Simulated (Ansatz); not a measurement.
Z-matrix (Å, degrees):
```
C
H 1 1.0987
H 1 1.0988 2 110.56
H 1 1.1135 2 105.42 3 113.37
B 1 1.5509 2 115.64 4 112.90
H 5 1.2049 1 120.91 2 -25.93
H 5 1.2049 6 118.14 1 176.20
```
Charge +1, spin multiplicity 2.

These are frozen-core CCSD(T)/cc-pVTZ // PBE-D3(BJ)/def2-TZVP (Ansatz, an electronic-structure program) values and carry that method's errors. The geometry is that of the parent before the electron was removed.

* **HF energy**: -65.04442 Ha
* **MP2 correlation energy**: -0.26393 Ha

Problem. Estimate the CCSD correlation energy, the (T) correction, the total energy and the T1 diagnostic.

Solution. 
| Quantity | Result |
|---|---|
| CCSD correlation energy | -0.29656 Ha |
| (T) correction | -0.01166 Ha |
| CCSD(T) total energy | -65.35264 Ha |
| T1 diagnostic | 0.035 |
